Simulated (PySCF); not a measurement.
Delta-SCF ions had no search for a lower state. Excitations are Tamm–Dancoff values on a coarser integration grid. The basis has no diffuse functions, so Rydberg states are missing or too high.

# C4H5BO2, SMILES `Bc1coc(O)c1` (charge 0, multiplicity 1)

Method: PBE-D3(BJ)/def2-TZVP // PBE-D3(BJ)/def2-SVP (PySCF 2.14.0).

```json
{
  "HOMO": "-5.36 eV",
  "dipole_moment": "2.73 D",
  "HOMO–LUMO gap": "2.76 eV",
  "LUMO": "-2.60 eV",
  "S1 excitation (TDA)": "3.38 eV",
  "S1 oscillator strength": "0.030",
  "brightest of the four lowest singlets (TDA)": "5.77 eV",
  "T1 excitation (TDA)": "2.41 eV",
  "S1–T1 gap (TDA)": "0.98 eV",
  "vertical ionisation energy (Delta-SCF)": "8.31 eV",
  "total_energy": "-8991.49 eV",
  "cost": "about 5 core-minutes (a rough figure)"
}
```

```xyz
12

B     -2.2646    -0.2477    -0.0227
C     -0.7517    -0.0352     0.0051
C     -0.1457     1.1762     0.3160
O      1.2119     1.0729     0.2619
C      1.4968    -0.2273    -0.0890
O      2.7932    -0.5456    -0.1982
C      0.3477    -0.9523    -0.2596
H     -3.0033     0.6855     0.2392
H     -2.7449    -1.3310    -0.3014
H     -0.5414     2.1611     0.5853
H      3.3218     0.2509     0.0021
H      0.2803    -2.0076    -0.5388
```
